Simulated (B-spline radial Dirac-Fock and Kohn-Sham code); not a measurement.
Subshell cross sections of Co⁷⁺, photon energy 4070 eV

System: the Co⁷⁺ ion, [Ar] 3d2.

Input of the calculation (task.json; shells as n, l, electrons):

```json
{"items": [{
  "Z": 27,
  "q": 7,
  "cfg": [[1, 0, 2], [2, 0, 2], [2, 1, 6], [3, 0, 2], [3, 1, 6], [3, 2, 2]],
  "A": 59,
  "rrms": 3.7875,
  "do": ["binding", "quiet", "photo"],
  "hv": [40.81, 60, 80, 200, 503.0, 4070.0, 6000, 8290.0, 12000, 17479.3, 18600.0, 41500.0, 88700.0, 114000.0, 145000.0, 200000]
}]}
```

Run with: `python xray_run.py task.json out`

These are calculated numbers from a radial atomic solver; the model is the independent-particle Dirac-Slater model, thresholds from Dirac-Fock. The asymmetry parameter β is from the dipole term alone. Kinetic energies are from the vacuum level. Open shells are spread statistically over j, without multiplet splitting.

```
subshell  electrons  binding (eV)  kinetic (eV)  σ (kb)     β
      2s          2        1108.6        2961.4    9.64  2.00
   2p1/2          2         974.2        3095.8    4.70  1.20
   2p3/2          4         959.7        3110.3    8.87  1.21
      3s          2         262.2        3807.8    1.61  2.00
   3p1/2          2         217.4        3852.6   0.678  1.13
   3p3/2          4         215.2        3854.8    1.28  1.14
   3d3/2        0.8         154.8        3915.2  0.0146  0.55
   3d5/2        1.2         154.5        3915.5  0.0212  0.54
```

Branching ratios of the spin-orbit partners (statistical value in brackets): 2p 1.89 (2.00), 3p 1.89 (2.00), 3d 1.46 (1.50).
